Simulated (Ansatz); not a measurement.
```yaml
atoms:
  - { symbol: C, position_ang: [0.0144, -0.0471, -1.2476] }
  - { symbol: C, position_ang: [0.0238, -0.0208, 0.2532] }
  - { symbol: C, position_ang: [-0.0267, 0.0120, 1.3847] }
  - { symbol: H, position_ang: [0.0244, -0.9857, -1.6470] }
  - { symbol: H, position_ang: [-0.8464, 0.4966, -1.6522] }
  - { symbol: H, position_ang: [0.8609, 0.5449, -1.6084] }
  - { symbol: H, position_ang: [0.0115, -0.0485, 2.4954] }
```

Basis set: STO-3G (spherical functions). Left uncorrelated: 3 orbitals. Charge 0, multiplicity 1.

Computed with Ansatz (development build ahead of 0.2.0); each method stands on the lowest determinant of its kind that the runs found. Restricted open shells among the atoms or ions are ROHF, correlated in semicanonical orbitals with singles.

Give the atomization energy at this shape (free ground-state atoms in the same class of orbitals less the molecule, no zero-point energy) of singlet C3H4 by RHF-MP2, RHF.

```tsv
method	atomization energy
RHF-MP2	2959.8 kJ/mol
RHF	2556.8 kJ/mol
```

Caution: the shape is not the minimum.

This basis has no polarisation functions and is too small for such energies, which can lie far from measured ones in either direction.
